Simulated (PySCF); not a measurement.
# Polarisability and C₆ of As- (arsenic, charge -1)

[Ar] 3d10 4s2 4p4, high-spin 3P determinant. All numbers are calculated (PySCF 2.14, the non-relativistic Hamiltonian (point nucleus), in def2-QZVPPD (12s7p5d4f1g, 95 functions)). Coupled (time-dependent) response in atomic units; α is the mean over directions.

```json
{"method": "wB97X-V", "mean α (bohr³)": "71.74", "α xx, yy, zz": "63.00, 89.20, 63.00", "C₆ (like pair)": "846.2", "S(−4)": "2394"}
```

S(−4) is the Cauchy moment in α(ω) = α(0) + S(−4) ω² + …

Spin-orbit coupling is absent.

α(iu) at wB97X-V:

```tsv
u (hartree)	α(iu) (bohr³)
0	71.74
0.0500	66.52
0.100	56.18
0.200	37.96
0.300	26.29
0.500	14.37
0.750	8.130
1.00	5.246
1.50	2.770
2.00	1.763
3.00	0.9495
5.00	0.4458
```

A single London oscillator, α(iu) = α/(1 + u²/ω²), gives C₆ = (3/4) ω α². Matching the computed C₆ needs ω = 4 × 846.2 / (3 × 71.74²) = 0.219 hartree.

For an ion, C₆ is the dispersion term alone; charge-induced terms of lower order in 1/R come first.

The components differ because the open shell of this determinant is not spherical; for a pure term their mean is the scalar polarisability.
